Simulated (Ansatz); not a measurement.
CH$_{4}$F$_{2}$GeO (`C[O][GeH]([F])[F]`). The species carries charge 0 and has multiplicity 1.

```tsv
atom	x (Å)	y (Å)	z (Å)
C1	-1.149	0.648	0.470
O2	-0.693	-0.537	-0.167
Ge3	0.994	-0.773	-0.510
F4	1.895	-0.636	0.951
F5	1.569	0.543	-1.461
H6	-2.231	0.560	0.576
H7	-0.924	1.535	-0.128
H8	-0.706	0.764	1.464
H9	1.245	-2.104	-1.194
```

Question: What are the harmonic wavenumbers in cm⁻¹ at PBE0-D4/def2-TZVP (Ansatz, finite differences of forces, unscaled)? (An estimate is asked.)

Answer: Computed: 64, 87, 149, 241, 249, 340, 671, 701, 713, 728, 732, 1113, 1179, 1202, 1478, 1496, 1499, 2268, 3035, 3106, 3136.

Question: Is this a minimum?

Answer: Yes, all 21 modes are real.

Question: Give the ideal-gas thermochemistry at 298.15 K and 1 bar (rigid rotor, harmonic oscillator; point group Cs, symmetry number 1).

Answer: Zero-point energy 144.7 kJ/mol; H(298) − E = 165.6 kJ/mol; entropy 354.4 J/(mol·K), of which translation 170.7, rotation 112.0, vibration 71.7; G(298) − E = 59.9 kJ/mol. Modes under 100 cm⁻¹ are hindered rotations or soft bends, so the harmonic entropy is rough.
